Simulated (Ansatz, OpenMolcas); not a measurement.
## C3H9BO3 (trimethyl borate): the vertical energy of the triplet above the singlet, rung by rung

C3H9BO3 has 16 atoms, charge 0, and is taken as a singlet. As SMILES, `COB(OC)OC`. The shape is that of a PBE0-D4/def2-TZVP optimisation.

Quantity: the vertical energy of the triplet above the singlet, in eV. The values are calculated.

```csv
level,kind,program,value (eV),CPU time (all runs)
HF/6-31G* (spherical functions),Hartree–Fock,OpenMolcas,9.03,68 s
BLYP/6-31G* (spherical functions),GGA,OpenMolcas,7.56,7.3 min
PBE/6-31G* (spherical functions),GGA,OpenMolcas,7.53,11 min
r2SCAN/6-31G* (spherical functions),meta-GGA,Ansatz,7.89,3.1 min
BHLYP/6-31G* (spherical functions),global hybrid,Ansatz,8.90,2.9 min
PBE0/6-31G* (spherical functions),global hybrid,Ansatz,8.26,96 s
B3LYP/6-31G* (Cartesian functions),global hybrid,Ansatz,8.17,1.8 min
B2PLYP/6-31G* (spherical functions),double hybrid,Ansatz,8.78,2.5 min
```

The values span 7.53 to 9.03 eV. A triplet this far above the singlet is often a Rydberg-like or dissociative state; sets without diffuse functions put Rydberg states too high. BHLYP/6-31G* (spherical functions) lies far from functionals of the same kind, perhaps in another electronic state. Times are those of the runs behind each value, whatever else they computed, on shared processors of several kinds: orders of magnitude only.
